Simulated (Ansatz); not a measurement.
A CCSD(T) single point on CH₆AlNSSi.

```yaml
crystal:
  periodic: [false, false, false]
  atoms:
    - {symbol: Al, position_ang: [-1.349659, 0.653805, 1.011216]}
    - {symbol: N, position_ang: [0.488859, 0.633966, 0.873693]}
    - {symbol: Si, position_ang: [1.305274, -0.113018, -0.393932]}
    - {symbol: C, position_ang: [-0.071289, -1.045963, -1.303016]}
    - {symbol: S, position_ang: [-1.615782, -0.938029, -0.830260]}
    - {symbol: H, position_ang: [-2.141740, 1.887053, 0.375381]}
    - {symbol: H, position_ang: [-1.971026, -0.065398, 2.291785]}
    - {symbol: H, position_ang: [1.037305, 0.974821, 1.649761]}
    - {symbol: H, position_ang: [2.338016, -1.124323, -0.022479]}
    - {symbol: H, position_ang: [1.918082, 0.745524, -1.452392]}
    - {symbol: H, position_ang: [0.127259, -1.665438, -2.179156]}
basis:
  gaussian: {orbitals: def2-TZVPP}
correlation: {method: ccsd_t}
```

```sh
$ ansatz run in.yaml --threads 4 --pin off --events-out ev --progress --plain --max-ram 10444MiB
```

Output of Ansatz, abridged:

```
Functional definition: HF
1576 factors; integrals over basis functions are off by at most 1.1e-3 eV
mean field evaluation 1: about -27868.0604 eV, gradient 4.1e1 eV
mean field evaluation 2: about -27868.3598 eV, gradient 4.2e1 eV
mean field evaluation 4: about -27872.6734 eV, gradient 4.3e0 eV
mean field evaluation 8: about -27872.7609 eV, gradient 2.1e-1 eV
mean field -27872.76123793 eV, -1024.3050826578 hartree, gradient 5.8e-6 eV, S^2 0.000000; 0 other end points of the search recorded, 0 dependent functions left out; unrestricted orbitals would lower it
17 core orbitals not correlated: weight in the atoms' cores, before any rotation towards them, 1.000 or more for the frozen orbitals, at most 0.000 for the correlated occupied ones
reference -27872.76123793 eV, -1024.3050826578 hartree; 14, 14 occupied and 241, 241 virtual orbitals, 1576 factors
second order -20.25430524 eV of doubles, -0.00000000 eV of singles
cycle   1  -20.96329177 eV  change   -7.1e-1 eV  update   1.2e-1
cycle   2  -21.59630340 eV  change   -6.3e-1 eV  update   3.7e-2
cycle   3  -21.74667461 eV  change   -1.5e-1 eV  update   2.2e-2
cycle   4  -21.73295012 eV  change    1.4e-2 eV  update   7.1e-3
cycle   5  -21.73141437 eV  change    1.5e-3 eV  update   4.0e-3
cycle   6  -21.73255410 eV  change   -1.1e-3 eV  update   1.4e-3
cycle   7  -21.73241800 eV  change    1.4e-4 eV  update   6.6e-4
cycle   8  -21.73239640 eV  change    2.2e-5 eV  update   2.4e-4
cycle   9  -21.73249995 eV  change   -1.0e-4 eV  update   9.8e-5
cycle  10  -21.73247957 eV  change    2.0e-5 eV  update   5.0e-5
cycle  11  -21.73246481 eV  change    1.5e-5 eV  update   2.4e-5
perturbative correction -1.00780023 eV, -0.0370359755 hartree
Total energy: -27895.50150297 eV, -1025.1407719842 hartree
```

It took 2.8 min on 4 threads of an Arm Neoverse V1 on a shared host, with 6.5 GiB of host memory at the peak.

Correlation energy per correlated electron: -0.812 eV. T1 diagnostic: 0.0163.
